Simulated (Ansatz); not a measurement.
```yaml
crystal:
  periodic: [false, false, false]
  atoms:
    - {symbol: C, position_ang: [-1.742748, 0.721760, 0.484982]}
    - {symbol: Al, position_ang: [-0.235405, -0.301093, 1.690206]}
    - {symbol: Se, position_ang: [1.989507, -1.100190, 0.635293]}
    - {symbol: C, position_ang: [1.678177, -0.479758, -1.452357]}
    - {symbol: H, position_ang: [-1.548230, 1.933298, 0.501610]}
    - {symbol: H, position_ang: [-1.730107, 0.369070, -0.686782]}
    - {symbol: H, position_ang: [-2.868036, 0.533993, 0.930305]}
    - {symbol: H, position_ang: [-0.398888, -0.621817, 3.428208]}
    - {symbol: H, position_ang: [1.307904, 0.678872, -1.507048]}
    - {symbol: H, position_ang: [2.755797, -0.587778, -2.011459]}
    - {symbol: H, position_ang: [0.865390, -1.210310, -1.989998]}
basis:
  gaussian: {orbitals: x2c-TZVPPall}
hamiltonian: {xc: {name: HF}}
correlation: {method: mp2, frozen_orbitals: {C: 9}}
output: {forces: true}
```

```sh
$ ansatz run in.yaml --threads 4 --pin off --events-out ev --progress --plain --max-ram 10444MiB
```

Output, abridged:

```
Functional definition: HF
Error: "frozen_orbitals" has no count for Al
```

(1) What is wrong with this run?

Answers

(1) Frozen orbitals are typed for one element alone, and the program wants a count for each. The input was rejected before any iteration.
